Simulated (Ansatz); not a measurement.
CH6N2Si (`N/C=N/[SiH3]`), 10 atoms. Total charge 0; spin multiplicity 1. All runs use 2 threads of an Intel Xeon 6975P-C on a shared host. Correlated methods freeze the cores.

Task: Give the basis size and wall time and peak host memory of each of these runs in Ansatz. RKS PBE0-D4/def2-QZVPP energy; RKS CAM-B3LYP-D4/def2-TZVPP energy; RKS PBE0-D4/def2-TZVP relaxation (7 steps); RHF-CCSD(T)/def2-SVP energy; RKS ωB97M-V/def2-SVP energy; RKS PBE0-D4/def2-TZVPP energy; RKS PBE-QIDH (frozen core)/def2-TZVPP energy; RKS PBE0-D4/def2-TZVP frequencies; RKS ωB97M-V/def2-QZVPP energy; RKS B3LYP-D4/def2-TZVPP energy and forces; direct RPA on PBE orbitals/def2-TZVPP energy; RKS PBE0-D4/def2-SVP energy. (An estimate is asked.)

Result: Computed: Other jobs shared the machine, so times are rough.

| level | job | functions | wall time | peak host memory (GiB) |
| --- | --- | --- | --- | --- |
| RKS PBE0-D4/def2-SVP | energy | 90 | 0.65 s | 0.17 |
| RKS PBE0-D4/def2-TZVPP | energy | 219 | 1.9 s | 0.42 |
| RHF-CCSD(T)/def2-SVP | energy | 90 | 1.9 s | 0.33 |
| RKS ωB97M-V/def2-SVP | energy | 90 | 2.1 s | 0.26 |
| RKS CAM-B3LYP-D4/def2-TZVPP | energy | 219 | 2.2 s | 0.48 |
| RKS B3LYP-D4/def2-TZVPP | energy and forces | 219 | 2.8 s | 0.5 |
| direct RPA on PBE orbitals/def2-TZVPP | energy | 219 | 3.2 s | 0.44 |
| RKS PBE-QIDH (frozen core)/def2-TZVPP | energy | 219 | 3.4 s | 0.48 |
| RKS PBE0-D4/def2-QZVPP | energy | 421 | 5.5 s | 1.1 |
| RKS ωB97M-V/def2-QZVPP | energy | 421 | 12 s | 1.3 |
| RKS PBE0-D4/def2-TZVP | relaxation (7 steps) | 166 | 14 s | 0.35 |
| RKS PBE0-D4/def2-TZVP | frequencies | 166 | 74 s | 0.4 |

B3LYP here is the variant with VWN-RPA as its local correlation; programs differ in this.
